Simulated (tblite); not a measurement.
Species: C₈H₁₄NP.
Atom-mapped SMILES: `[CH2:1]=[CH:2][C@@H:3]1[C@@H:4]([CH3:5])[P@@:6]1(=[NH:7])/[CH:8]=[CH:9]/[CH3:10]` (hydrogens: H11, H12 on C1; H13 on C2; H14 on C3; H15 on C4; H16, H17, H18 on C5; H19 on N7; H20 on C8; H21 on C9; H22, H23, H24 on C10)

Structure used (GFN2-xTB), in Å, numbered top down from 1:
```xyz
24
C8H14NP angstrom
C     -2.995    2.248   -0.863
C     -2.419    1.437    0.013
C     -1.386    0.460   -0.321
C     -1.372   -0.896    0.446
C     -1.265   -2.163   -0.363
P     -0.005    0.195    0.903
N     -0.026    0.678    2.386
C      1.478   -0.199   -0.050
C      2.665   -0.085    0.535
C      3.974   -0.346   -0.122
H     -2.742    2.222   -1.911
H     -3.740    2.967   -0.568
H     -2.684    1.481    1.062
H     -1.151    0.387   -1.378
H     -2.121   -0.942    1.234
H     -2.213   -2.364   -0.862
H     -0.489   -2.084   -1.122
H     -1.029   -3.010    0.280
H      0.495    1.530    2.553
H      1.367   -0.477   -1.088
H      2.703    0.209    1.578
H      4.503   -1.139    0.405
H      4.597    0.547   -0.078
H      3.844   -0.636   -1.162
```

Level: GFN2-xTB in tblite, geometry and Hessian alike; calculated harmonic values, unscaled, isolated species. Errors from tens to a few hundred cm⁻¹ against measured bands are possible. One conformer, not necessarily the lowest.

Harmonic wavenumbers (cm⁻¹): 43.1, 80.0, 83.1, 105.4, 134.3, 163.5, 171.6, 185.4, 197.7, 224.0, 267.9, 299.3, 306.4, 356.1, 391.1, 409.7, 436.9, 578.1, 672.4, 684.1, 699.4, 775.6, 855.6, 872.7, 919.1, 946.8, 960.2, 972.3, 974.8, 980.2, 1017.3, 1027.0, 1075.8, 1091.3, 1101.0, 1132.3, 1173.3, 1184.3, 1200.6, 1208.5, 1269.5, 1287.0, 1315.4, 1395.3, 1408.5, 1417.9, 1467.4, 1474.0, 1488.5, 1493.9, 1662.0, 1685.4, 2989.3, 2995.9, 3001.0, 3009.1, 3016.2, 3022.3, 3030.3, 3034.2, 3045.5, 3046.8, 3058.8, 3095.3, 3129.7, 3363.2.

A = 1711, B = 630.5, C = 586.7 MHz; mass 155.086 u (most abundant isotopes); point group C1, symmetry number 1.

Zero-point energy?

½Σν̃ = 43080 cm⁻¹ = 515.35 kJ/mol.

What is S at 298.15 K and 1 bar for an ideal gas of classical rigid rotors and harmonic oscillators?

Translation 171.76, rotation 128.07, vibration 176.21: S = 476.0 J/(mol K).

And Cp and H(298.15 K) − H(0)?

Cp = 208.31 J/(mol K), of which vibrations give 175.05 (their classical limit is 66 R = 548.8); H(298.15 K) − H(0) = 37.60 kJ/mol without the zero-point energy, 27.69 from vibrations.

Blend soft modes into free rotors: weight 1/[1 + (100 cm⁻¹/ν̃)⁴] for the oscillator and the rest for a rotor with moment μB/(μ + B), μ = h/(8π²ν), B = 10⁻⁴⁴ kg m². What vibrational entropy results?

164.50 J/(mol K) in place of 176.21, which changes −T·S at 298.15 K by +3.49 kJ/mol.

What must be added to the electronic energy to get the Gibbs energy at 298.15 K and 1 bar?

ZPE + [H(298.15 K) − H(0)] − T·S = 515.35 + 37.60 − 141.93 = 411.02 kJ/mol.

Hindered rotation and anharmonicity are outside this model. Other conformers, if any are populated, would add a mixing term that is left out. The structure is chiral; the term R ln 2 for an equal mix with its mirror image is left out.
